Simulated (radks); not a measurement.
Values are calculated unless marked as measured or tabulated.
Problem. All-electron atom: I4+ in [Kr] 4d10 5s2 5p1. Code: a radial shooting solver on a logarithmic mesh with Libxc functionals. Model: Dirac Kohn-Sham, PW91, spin-unpolarised, spherical densities, finite nucleus; open shells fill j = l - 1/2 first; Fermi nuclear charge, rms radius 4.75 fm.

Spin-orbit splittings of the eigenvalues, e(l+1/2) - e(l-1/2), with zeta = 2 splitting/(2l+1) and mean radii in bohr:

shell  occ.  splitting (eV)  zeta (eV)  <r> j=l-1/2  <r> j=l+1/2
2p        6           298.9      199.2      0.09845       0.1041
3p        6           56.25      37.50       0.3040       0.3155
3d       10           11.83      4.731       0.2864       0.2901
4p        6           11.00      7.334       0.7714       0.7993
4d       10           1.741     0.6962       0.9062       0.9170
4f        0         0.06135    0.01753        1.946        1.956
5p        1               ?          ?        1.991        2.054
5d        0          0.2041    0.08165        2.671        2.692

Estimate the 5p splitting.

Solution. 1.619 eV (zeta = 1.079 eV).
